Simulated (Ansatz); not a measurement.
Basis sets compared for the cluster SeS4⁺. Charge 1, multiplicity 2. Geometry PBE-D4/def2-SVP. Ansatz on 4 threads of Arm Neoverse V1 on a shared host; times are rough, and most runs start from earlier orbitals.

Cartesian coordinates in Å:
```
S 0.522 -0.593 -0.869
S -0.929 1.394 -0.628
S 0.765 -0.352 1.579
S -0.392 -2.154 -1.402
Se 0.035 1.704 1.320
```

Another isomer (doublet) lies 1.33 eV lower at PBE0-D4/def2-TZVP; other spin states weren't run for this one.

| level | functions | energy (Eh) | HOMO (eV) | LUMO (eV) | wall time |
| --- | --- | --- | --- | --- | --- |
| PBE-D4/def2-SVP | 104 | -3992.2091 | -10.67 | -10.08 | 1.9 s |
| PBE0-D4/def2-SVP | 104 | -3992.3662 | -11.99 | -9.61 | 4.2 s |

Task: Estimate the rows for PBE-D4/def2-TZVP (with forces), PBE0-D4/def2-TZVP.

Result: 
```tsv
level	functions	energy (Eh)	HOMO (eV)	LUMO (eV)	wall time
PBE-D4/def2-TZVP (with forces)	196	-3993.0751	-10.60	-9.95	4 s
PBE0-D4/def2-TZVP	196	-3993.2322	-11.86	-9.41	18 s
```
